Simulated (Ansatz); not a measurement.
System: Al$_{2}$, charge 0, multiplicity 3. SMILES: [Al][Al]
Geometry from a B3LYP-D3(BJ)/def2-TZVP (Ansatz, a quantum-chemistry and plane-wave program) optimisation:
```xyz
2

Al     0.0000     0.0000    -1.3777
Al     0.0000     0.0000     1.3777
```
Charge 0, spin multiplicity 3.

Wanted: atomisation energy (electronic, to ground-state atoms), in kcal/mol. Cores are frozen in the correlated levels unless marked. UHF or UKS for open shells. No spin-orbit coupling. No relativistic terms. The coupled-cluster limit lacks core correlation, which all-electron functionals hold. CBS marks a two-point X^-3 extrapolation of the correlation energy; Hartree-Fock from the larger set (for Q and 5 zeta extrapolated as (X+1)exp(-9√X)).

```tsv
level	program	atomisation energy (kcal/mol)
HF/aug-cc-pV(T+d)Z	Ansatz	18.7
```

Predict the CCSD(T)/CBS(cc-pV(Q+d)Z,cc-pV(5+d)Z) result (Ansatz).

33.2 kcal/mol, so HF/aug-cc-pV(T+d)Z differs from it by -14.5 kcal/mol.
